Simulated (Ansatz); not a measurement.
System: SiF$_{2}$ (charge 0, singlet). SMILES: F[Si]F
Coordinates optimised at B3LYP-D3(BJ)/def2-TZVP (Ansatz, a program for electronic structure):
```
Si
F 1 1.6090
F 1 1.6090 2 100.76
```

Property: atomisation energy (electronic, to ground-state atoms), in eV. Valence correlation only, unless marked. UHF or UKS for open shells. Spin-orbit coupling is left out. No relativistic terms. FCI takes restricted orbitals. The coupled-cluster limit lacks core correlation, which all-electron functionals hold. CBS marks a two-point X^-3 extrapolation of the correlation energy; Hartree-Fock from the larger set. [CCSD(T)-MP2]/basis is that difference in the basis named.

```csv
level,program,atomisation energy (eV)
HF/6-31G*,Ansatz,8.78
SVWN5/def2-TZVPD,Ansatz,14.90
revPBE-D3(BJ)/def2-TZVPD,Ansatz + dftd3,12.53
revPBE/def2-TZVPD,Ansatz,12.46
PBE0/def2-QZVPP,Ansatz,12.54
r2SCAN0/def2-TZVPD,Ansatz,12.23
HSE06-D4/def2-TZVPD,Ansatz + dftd4,12.51
LC-wPBE/def2-TZVPD,Ansatz,12.70
B2GP-PLYP-D3(BJ)/def2-TZVPD,Ansatz + dftd3,12.73
MP2/aug-cc-pV(D+d)Z,Ansatz,12.54
MP2/cc-pwCVTZ,Ansatz,13.15
"MP2/CBS(aug-cc-pV(T+d)Z,aug-cc-pV(Q+d)Z)",Ansatz,13.64
CCSD/6-31G,Ansatz,9.18
CCSD/aug-cc-pV(D+d)Z,Ansatz,11.66
CCSD/aug-cc-pV(T+d)Z,Ansatz,12.33
CCSD/cc-pV(Q+d)Z,Ansatz,12.50
FCI/STO-3G,Ansatz,8.78
"RI-MP2/CBS(aug-cc-pV(T+d)Z,aug-cc-pV(Q+d)Z)+[CCSD(T)-MP2]/aug-cc-pV(D+d)Z",Ansatz,12.96
"RI-MP2/CBS(aug-cc-pV(T+d)Z,aug-cc-pV(Q+d)Z)+[CCSD(T)-MP2]/aug-cc-pV(T+d)Z",Ansatz,12.96
"CCSD(T)/CBS(cc-pV(T+d)Z,cc-pV(Q+d)Z)",Ansatz,12.96
"CCSD(T)/CBS(aug-cc-pV(T+d)Z,aug-cc-pV(Q+d)Z)",Ansatz,12.99
```

The Hartree-Fock reference is unstable (checked in the largest basis), which strains HF and MP2.
